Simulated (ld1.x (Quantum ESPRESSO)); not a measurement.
Values are calculated unless marked as measured or tabulated.
## Potentials for beryllium compared

Generated with ld1.x 7.5 (TM, RRKJ, ultrasoft, PAW), atompaw 4.2 or ONCVPSP 4.0.1. The cutoff is in Ry: for ld1.x and atompaw files where the sum of valence levels is converged to 10 mRy in a Bessel basis, for ONCV files where the hardest occupied wave has 1 mHa per electron of residual kinetic energy. The error is the largest all-electron minus pseudo excitation energy over each file’s own four to seven test configurations (ionisations up to +4, promotions, holes and added fractions of an electron), all of which were solved. The labels leave out finer settings (local radius, basis sizes, second energies), which also bear on the numbers. Spin-polarised tests are not counted. The rows are a selection from randomly drawn settings: files with unsolved tests, undetermined cutoffs or missed reference levels are left out.

```csv
potential,cutoff (Ry),largest error (meV),bound ghosts
"RRKJ, LDA (PZ), scalar-relativistic, rc 1.60/3.75/3.75 (spd), local s, core correction yes, reference 2s1.5 2p0.5",10,-92,none
"TM, PBE, non-relativistic, rc 1.40/3.55 (sp), local smoothed, core correction no, reference 2s2 2p0",10,-98,none
"RRKJ, PBE, scalar-relativistic, rc 1.70/2.80 (sp), local smoothed, core correction yes, reference 2s1 2p0",10,+30,none
"RRKJ, PBE, non-relativistic, rc 1.75/4.20/3.95 (spd), local s, core correction yes, reference 2s2 2p0",10,-248,none
```

Task: Fill in the row for Be: TM semilocal, PBE, scalar-relativistic, rc 1.95/4.20/3.55 (spd), local d, core correction no, reference 2s2 2p0.

Result: cutoff 10 Ry, largest error -191 meV, bound ghosts: none.

Task: Fill in the row for Be: TM, BLYP, scalar-relativistic, rc 1.25/3.05/2.45 (spd), local smoothed, core correction no, reference 2s1.5 2p0.5.

Result: cutoff 30 Ry, largest error +38 meV, bound ghosts: none.

Task: Fill in the row for Be: RRKJ, revPBE, scalar-relativistic, rc 1.30/4.20/3.35 (spd), local s, core correction no, reference 2s2 2p0.

Result: cutoff 25 Ry, largest error -217 meV, bound ghosts: none.
